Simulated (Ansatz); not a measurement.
Reaction (cleavage of the In–Si bond): `[CH3][In]([SiH3])[Cl]` + H₂S → `[CH3][In]([SH])[Cl]` + SiH₄

Isolated molecules relaxed with PBE0-D4/def2-TZVP in Ansatz; ΔE leaves out vibrations. CCSD(T)/CBS adds triple-zeta CCSD(T) − MP2 to the extrapolated MP2 energy (def2 sets, frozen cores). This one scheme is used for every species. Functionals use def2-TZVPP. B3LYP here is the variant with VWN-RPA as its local correlation; programs differ in this. def2 core potentials past Kr. For In outer-core shells are correlated without core-valence functions, which leaves a few kJ/mol of doubt a bond. One conformer a species, not always the lowest.

`[CH3][In]([SiH3])[Cl]`:

Z-matrix (Å, degrees):
```
C
In 1 2.141
H 1 1.091 2 110.2
H 1 1.091 2 110.0 3 -119.4
H 1 1.089 2 109.0 3 120.4
Si 2 2.565 1 137.7 3 57.7
Cl 2 2.365 1 110.5 3 -122.4
H 6 1.489 2 109.9 1 -56.4
H 6 1.484 2 111.0 1 -177.2
H 6 1.489 2 109.7 1 62.1
```

H₂S:

```xyz
3

S    -0.110   -0.336   -0.508
H     0.911    0.435   -0.108
H    -0.801   -0.099    0.617
```

`[CH3][In]([SH])[Cl]`:

Cartesian coordinates in Å:
```
C -0.487 -1.297 0.782
In 0.079 0.413 -0.354
S 1.720 2.071 0.085
Cl -1.009 0.848 -2.385
H -1.316 -1.796 0.283
H 0.361 -1.977 0.861
H -0.787 -0.987 1.783
H 1.438 2.724 -1.055
```

SiH₄:

Z-matrix (Å, degrees):
```
Si
H 1 1.485
H 1 1.485 2 109.5
H 1 1.485 2 109.5 3 -120.0
H 1 1.485 2 109.5 3 120.0
```

```csv
level,ΔE (kJ/mol)
B3LYP-D4,-61.1
CAM-B3LYP-D4,-62.4
PBE,-53.6
r2SCAN,-61.9
r2SCAN0,-62.1
LC-ωPBE,-59.4
HF/def2-TZVPP,-74.5
CCSD/def2-TZVPP,-62.1
```

Q: What does CCSD(T)/CBS give? (Best estimate.)

A: The calculation gave: -63.4 kJ/mol. The listed levels differ from it by 2.3, 1.0, 9.8, 1.5, 1.3, 4.0, -11.1, 1.3 kJ/mol.

Largest T1 diagnostic among the species: 0.012.

In def2-TZVPP, CCSD(T) changes the Hartree–Fock value by +11.7 kJ/mol (the triples alone add −0.8 kJ/mol) and MP2 by +6.2 kJ/mol. From PBE to PBE0 (25 % exact exchange), in def2-TZVPP and without D4, ΔE moves by −3.0 kJ/mol. Leaving LDA and LC-ωPBE aside and taking each functional with its dispersion term where it has one, the values, not all of them listed here, spread over 11.8 kJ/mol, from BHLYP-D4 to PBE-D4.
